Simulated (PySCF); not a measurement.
# Two-component Hartree-Fock for Ta⁴⁺ (tantalum, charge +4)

Start: [Xe] 4f14 5d1; 5d5/2 filled at m_j = +5/2. Calculated with PySCF 2.14 in x2c-TZVPall-2c: generalised Hartree-Fock with the X2C-1e Hamiltonian and a Gaussian nucleus; one run each with spin-orbit coupling (SO) screened by Boettger's factors, then bare. This is a chosen level, not necessarily the ground level.

```tsv
spinor shell	electrons	ε, screened SO (eV)	ε, bare SO (eV)	weight of nominal j (bare SO)	rms radius, bare SO (bohr)
1s1/2	2	-67798.5	-67797.2	1.000	0.0211
2s1/2	2	-11821.0	-11820.5	1.000	0.0853
2p1/2	2	-11278.4	-11308.7	1.000	0.0724
2p3/2	4	-10002.7	-9992.6	1.000	0.0800
3s1/2	2	-2801.2	-2801.1	1.000	0.218
3p1/2	2	-2560.4	-2566.9	1.000	0.209
3p3/2	4	-2281.0	-2278.8	1.000	0.225
3d3/2	4	-1879.0	-1884.9	1.000	0.198
3d5/2	6	-1818.7	-1814.9	1.000	0.203
4s1/2	2	-636.30	-636.28	1.000	0.488
4p1/2	2	-535.69	-537.25	1.000	0.497
4p3/2	4	-470.77	-470.26	1.000	0.530
4d3/2	4	-304.84	-306.07	1.000	0.556
4d5/2	6	-292.69	-291.94	1.000	0.570
5s1/2	2	-128.68	-128.69	1.000	1.17
5p1/2	2	-95.508	-95.744	0.996	1.28
5p3/2	4	-86.479	-86.427	0.955	1.36
4f5/2	6	-83.765	-84.467	0.971	0.721
4f7/2	8	-81.892	-81.373	0.997	0.702
5d5/2	1	-46.716	-46.660	1.000	1.89
```

```csv
quantity,screened SO,bare SO
E (hartree),-15607.43542,-15608.57448
M_J,5/2,5/2
⟨J²⟩,8.753,8.753
⟨L²⟩,6.118,6.127
⟨S²⟩,0.867,0.876
```

Each row is a mean over spinors that exchange with the open shell spreads, by up to 3.748 eV (5p3/2).

Breit and QED terms are absent; they matter most for the inner s and p1/2 levels.

Densities and radii are taken from the X2C orbitals without a picture-change correction, which distorts them close to the nucleus.
